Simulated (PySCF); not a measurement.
C2H8FNSi2, SMILES N[Si@H]([SiH2]F)C=C. Atoms are numbered in the order given.

```xyz
14

C     -2.5260    -0.8531     0.0795
C     -1.6139    -0.4587     0.9795
Si    -0.2618     0.7686     0.5700
N     -0.7483     1.6601    -0.8414
Si     1.7483    -0.3247     0.0356
F      1.4804    -1.3859    -1.1834
H     -2.5196    -0.4584    -0.9425
H     -3.3095    -1.5803     0.3210
H     -1.6530    -0.8855     1.9906
H      0.0150     1.5772     1.8074
H     -1.6180     2.1866    -0.8231
H     -0.0565     2.1319    -1.4152
H      2.8023     0.6273    -0.4309
H      2.2828    -1.0903     1.2004
```
Charge 0, spin multiplicity 1.

Coordinates come from a B3LYP-D3(BJ)/def2-SVP optimisation. The structure was generated by enumeration; whether it is a known compound was not checked. The values are those of a single conformer.

Two levels are set side by side: PBE/pcSseg-1 (PySCF) and KT2/pcSseg-1 (PySCF). GIAO shifts against CFCl3 (¹⁹F), NH3 (¹⁵N), TMS (²⁹Si), TMS (¹H), TMS (¹³C) at the same level; non-relativistic, no solvent, atoms listed together averaged. Differences are taken from unrounded values.

```csv
quantity,KT2,PBE,PBE minus KT2
δ(¹³C) of C1 (ppm),137.7,146.6,8.9
δ(¹³C) of C2 (ppm),131.4,141.3,9.9
δ(²⁹Si) of Si3 (ppm),-36.0,-38.4,-2.4
δ(¹⁵N) of N4 (ppm),6.2,9.0,2.8
δ(²⁹Si) of Si5 (ppm),4.9,4.7,-0.2
δ(¹⁹F) of F6 (ppm),-304.6,-295.7,8.9
δ(¹H) of H9 (ppm),6.42,6.67,0.26
δ(¹H) of H10 (ppm),5.54,5.56,0.01
```

Rough cost on one machine, each run with all the roots and properties that it gave: KT2 against PBE within a factor of 2.
